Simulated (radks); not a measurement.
Results of a calculation; reference values are marked as such.
Removal energies from the gadolinium ion Gd12+, [Kr] 4d10 4f4 5s2, by Delta-SCF beside the eigenvalue of the level emptied. Code: a radial shooting solver on a logarithmic mesh with Libxc functionals. Model: scalar-relativistic Kohn-Sham, r2SCAN, spin-polarised, spherical densities, finite nucleus; meta-GGA in the generalised Kohn-Sham scheme; Fermi nuclear charge, rms radius of each element as measured or else 0.836 A^(1/3) + 0.57 fm. Open shells are filled with parallel spins first.

removed from             final configuration  Delta-SCF (eV)  -eigenvalue (eV)
4f                         [Kr] 4d10 4f3 5s2          235.87            220.80
5s                         [Kr] 4d10 4f4 5s1          239.21            231.45
4d                          [Kr] 4d9 4f4 5s2          378.36            362.90
4p            [Ar] 3d10 4s2 4p5 4d10 4f4 5s2          512.51            496.54
